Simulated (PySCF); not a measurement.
Compound: C6H11N3S.
Atom-mapped SMILES: `[CH3:1][S:2][c:3]1[cH:4][n:5]([CH:6]([CH3:7])[CH3:8])[n:9][n:10]1`

Cartesian coordinates in Å at the GFN2-xTB level; atoms count from 1:
```xyz
21
C6H11N3S angstrom
C      4.208    0.403   -0.311
S      3.290    0.458    1.253
C      1.683    0.224    0.622
C      0.487    0.168    1.316
N     -0.439   -0.025    0.352
C     -1.872   -0.158    0.492
C     -2.302   -1.526   -0.031
C     -2.557    0.973   -0.271
N      0.146   -0.080   -0.834
N      1.411    0.067   -0.690
H      4.057   -0.566   -0.775
H      3.844    1.192   -0.961
H      5.253    0.555   -0.063
H      0.261    0.247    2.356
H     -2.095   -0.079    1.562
H     -3.378   -1.640    0.061
H     -1.817   -2.321    0.531
H     -2.021   -1.618   -1.077
H     -2.249    1.940    0.121
H     -2.282    0.919   -1.321
H     -3.635    0.886   -0.179
```

Definitions: NICS(0) = −σiso at the ring centroid; NICS(1) = −σiso and NICS(1)zz = −σzz at ±1 Å along the ring normal z. Level: GIAO PBE0/pcSseg-1 (PySCF, non-relativistic, gas phase) on the GFN2-xTB geometry, one conformer.

Ring bond lengths (Å), with Mayer bond orders in brackets: C3–C4 1.383 (1.38), C4–N5 1.351 (1.16), N5–N9 1.323 (1.19), N9–N10 1.282 (1.44), N10–C3 1.349 (1.31).

Q: What do the NICS probes read (ppm)?

A: 
| ring | type | NICS(0) | NICS(1), two faces | NICS(1)zz, two faces | rms pucker (Å) | centre to ring atoms, mean (Å) |
| --- | --- | --- | --- | --- | --- | --- |
| C3–C4–N5–N9–N10 | 5-membered ring with 3 N; formal bonds all aromatic | -11.9 | -12.5 / -12.5 | -30.3 / -30.4 | 0.00 | 1.14 |

Q: What can be read from them?

A: 
- C3–C4–N5–N9–N10: mean NICS(1)zz -30.3 ppm, shielded, aromatic by this magnetic criterion (flat ring, no four-coordinate atom).

Q: How equal are the bonds by HOMA? HOMA takes Krygowski's 1993 parameters.

A: 
- C3–C4–N5–N9–N10: HOMA 0.96; the largest term is that of N9–N10, α(R − Ropt)² = 0.10. The geometric and the magnetic index point the same way.

Q: Give the inner angles of the rings and the Hirshfeld charges of the ring atoms.

A: 
- C3–C4–N5–N9–N10: C3 108.0° (-0.019 e), C4 103.9° (-0.044 e), N5 110.0° (+0.052 e), N9 109.3° (-0.068 e), N10 108.8° (-0.137 e); sum 540.0° against 540° for a flat convex ring.

Q: What are the shieldings of the ring atoms and their hydrogens in the same run (means over atoms taken as equivalent)?

A: 
```tsv
atoms	environment	σ isotropic (ppm)	principal values of the symmetric part, first atom (ppm)
C3	substituted aromatic carbon	39.1	-23.2, 30.3, 110.2
C4	aromatic CH next to a ring nitrogen	63.7	-8.7, 69.4, 130.4
N5	pyrrole-type nitrogen	-18.5	-165.4, 2.5, 107.3
N9	pyridine-type nitrogen	-126.9	-392.2, -129.1, 140.7
N10	pyridine-type nitrogen	-106.6	-332.5, -169.1, 181.8
H14	aromatic hydrogen	24.58	21.7, 23.5, 28.4
```

On an Arm Neoverse V1 with one thread, shared host with 32 logical CPUs at a one-minute load of 9.1, this took 59 s wall (with the writing of density and orbital grids) and 1.0 GiB of memory at its peak. This is the whole shielding run at PBE0/pcSseg-1, SCF included.
